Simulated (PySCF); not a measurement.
Electric field gradients and quadrupole coupling constants

H13NSi5.
Z-matrix (Å and degrees, GFN2-xTB geometry), rows numbered from 1:
```
N 
Si  1  1.7275
Si  2  2.3198  1  102.87
Si  3  2.3274  2  113.30  1   -65.71
Si  3  2.3409  2  111.99  1    64.82
Si  5  2.3127  3  117.95  2    77.08
H   1  1.0069  2  118.80  3   170.62
H   1  1.0071  2  118.88  3   -52.54
H   2  1.4775  1  113.74  3   124.28
H   2  1.4663  1  103.05  3  -122.22
H   3  1.4869  2  105.74  1   178.15
H   4  1.4667  3  113.06  2  -170.36
H   4  1.4651  3  111.08  2    70.54
H   4  1.4661  3  113.74  2   -49.54
H   5  1.4744  3  110.38  2  -156.59
H   5  1.4791  3  107.74  2   -45.76
H   6  1.4656  5  111.36  3    62.28
H   6  1.4667  5  111.00  3   -56.24
H   6  1.4664  5  115.37  3  -176.69
```

Field gradients from the PBE0/pcSseg-1 density (PySCF, non-relativistic), principal values in atomic units, ordered |Vxx| ≤ |Vyy| ≤ |Vzz|:

```tsv
atom	Vxx	Vyy	Vzz
N1	0.3306	0.6049	-0.9355
```

Question: Find the asymmetry η = (Vxx − Vyy)/Vzz and the couplings χ = eQV/h (234.96 MHz × Q in barn × V in au), with Q(14N) = 0.02044 b.

Answer: 
| atom | environment | nucleus | η | χzz (MHz) | χxx (MHz) | χyy (MHz) |
| --- | --- | --- | --- | --- | --- | --- |
| N1 | silicon-bound nitrogen | 14N | 0.29 | -4.493 | 1.588 | 2.905 |

Question: What is Vzz at N1 in SI units (1 au = 9.71736 × 10²¹ V/m²)?

Answer: -0.9355 au = -9.090 × 10²¹ V/m².

Question: And the gradient at the other heavy atoms, for which no coupling is worked out here?

Answer: 
```
atom   environment  Vzz (au)     η
 Si2  SiH2 silicon     0.245  0.37
 Si3   SiH silicon     0.114  0.68
 Si4  SiH3 silicon     0.116  0.22
 Si5  SiH2 silicon     0.088  0.83
 Si6  SiH3 silicon     0.061  0.30
```

Were the hydrogens deuterons (Q(2H) = 0.00286 b), χzz would run from 102 kHz (H9 and H11) to 289 kHz (H7).

One conformer (not necessarily the lowest) at the GFN2-xTB geometry, without solvent, vibrations or thermal averaging. GFN2-xTB bond lengths can be off by several hundredths of an ångström, more for odd bonds, and the gradients follow them. The basis is small and wasn't made for field gradients, so the couplings can be 20 % off.
